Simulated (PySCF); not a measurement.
Numbering as in the mapped SMILES `[O:1]=[C:2]([OH:3])[c:4]1[cH:5][cH:6][cH:7][c:8]([F:9])[cH:10]1`. Hydrogens are named by the atom that carries them.

Theoretical values (PySCF 2.14): shielding tensors at B97-2/pcSseg-2 (GIAO), PBE0-D3(BJ)/def2-TZVP geometry. No relativistic terms, gas phase, one conformer.

Chemical shifts δ = σref − σ; 13C, 1H against TMS; 17O against H2O; 19F against CFCl3, all at this level.

```tsv
atoms	nucleus	count	δ (ppm)
H(C10)	1H	1	8.08
H(C7)	1H	1	?
F9	19F	1	-115.6
O1	17O	1	394.4
C8	13C	1	?
C7	13C	1	127.0
C4	13C	1	137.4
C5	13C	1	?
H(C6)	1H	1	7.69
H(C5)	1H	1	?
C6	13C	1	136.5
C2	13C	1	?
O3	17O	1	194.4
C10	13C	1	123.9
H(O3)	1H	1	6.21
```

**Question.** Estimate the values marked ?.

**Answer.** 
- C8: 172.8 ppm, aromatic carbon bearing fluorine; the electronegative substituent deshields the carbon that carries it
- C2: 171.8 ppm, carboxylic acid carbon; lone-pair donation from the attached heteroatom keeps it upfield of a ketone carbonyl
- C5: 134.0 ppm, aromatic CH; the aromatic region
- H(C5): 8.40 ppm, hydrogen on an aromatic CH; ring current plus the deshielding of an ortho carbonyl group
- H(C7): 7.50 ppm, hydrogen on an aromatic CH; the ring current deshields protons in the ring plane

Exchangeable OH/NH protons stand at their gas-phase positions; hydrogen bonding in a real sample shifts them, mostly to higher δ. Shifts are as computed. Against solution values, carbons near 30 ppm lie about +3 ppm off and those near 130 ppm about +7 ppm. Of 1309 compounds with measured shifts, 239 miss one by over three times the rms of a fit or turn the order of signals round; such compounds aren't used in these exercises. In solution the two oxygens of a carboxylic acid exchange roles by proton transfer and give one 17O line. Hydrogen bonding in solution shields acid and N–H amide carbonyl oxygens by tens of ppm. Hydrogen bonding in solution deshields acid and N–H amide carbonyl carbons by as much as 10 ppm beyond these values. Unscaled 19F shifts against computed CFCl3 carry errors that often reach 10 to 50 ppm. Unscaled 17O shifts of doubly bonded oxygen tend to come out too high, by tens of ppm or more. Experimental scales use liquid or dissolved standards, which lie at an offset from isolated H2O (liquid H2O: subtract about 36 ppm).
